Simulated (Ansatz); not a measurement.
Reaction (cleavage of the Si–Si bond): `[NH2][AlH][SiH2][SiH2]Cl` + `C=C[NH][GeH3]` → `C=C[N]([GeH3])[SiH2]Cl` + `[NH2][AlH][SiH3]`

Gas-phase electronic energies from Ansatz, PBE0-D4/def2-TZVP geometries. CCSD(T)/CBS is the MP2 limit (def2-TZVPP, def2-QZVPP) plus CCSD(T) − MP2 in def2-TZVPP, frozen cores. DFT in def2-TZVPP. For Ge outer-core shells are correlated without core-valence functions, which leaves a few kJ/mol of doubt a bond. Scalar relativity is left out up to krypton. Each species was taken in one conformer, which may not be the lowest.

CCSD(T)/CBS gives -60.8 kJ/mol.

Problem. Another level gave -57.1 kJ/mol. Which?
A. SCS-MP2/def2-TZVPP
B. B2PLYP/def2-TZVPP
C. r2SCAN-D4/def2-TZVPP
D. PBE0-D4/def2-TZVPP

Solution. B. B2PLYP -57.1, SCS-MP2/def2-TZVPP -69.0, PBE0-D4 -41.8, r2SCAN-D4 -48.7 kJ/mol.

Largest T1 diagnostic among the species: 0.013.

The D4 term adds −5.5 kJ/mol with B3LYP and −2.8 kJ/mol with PBE0; it sums over pairs of atoms, weighted by their polarisabilities, and B3LYP, whose exchange is more repulsive, gets the larger term. From PBE to PBE0 (25 % exact exchange), in def2-TZVPP and without D4, ΔE moves by −5.5 kJ/mol.

B3LYP here is the variant with VWN-RPA as its local correlation; programs differ in this.
